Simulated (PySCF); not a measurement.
3-ethynylthiophene (C6H4S), SMILES C(#C)c1cscc1.

Coordinates come from a B3LYP-D3(BJ)/def2-SVP optimisation.

Two levels are set side by side: TDA-PBE/def2-SVPD (PySCF) and TDA-ωB97X/def2-SVPD (PySCF). Vertical, same geometry. The lowest singlet is HOMO→LUMO 39 %, HOMO−1→LUMO 28 %, HOMO→LUMO+1 22 % with PBE and HOMO→LUMO 79 % with the other functional; states are paired by order. Differences are taken from unrounded values.

```
quantity                               TDA-ωB97X
-------------------------------------  ---------
lowest singlet excitation (eV)              5.58
lowest triplet excitation (TDA) (eV)        3.50
first bright state (f over 0.05) (eV)       5.58
its oscillator strength                     0.25
```

Q: What does TDA-PBE give, and how far is it from TDA-ωB97X? (An estimate is asked for; the answer gives what the named calculation found.)

A: 
```csv
quantity,TDA-PBE,TDA-PBE minus TDA-ωB97X
lowest singlet excitation (eV),4.80,-0.78
lowest triplet excitation (TDA) (eV),3.36,-0.14
first bright state (f over 0.05) (eV),4.80,-0.78
its oscillator strength,0.08,-0.17
```

A lower first singlet is the usual sign of a functional without exact exchange. Differences between two approximate levels are no errors against the true value.

Rough cost on one machine, each run with all the roots and properties that it gave: TDA-ωB97X against TDA-PBE about 5 times.
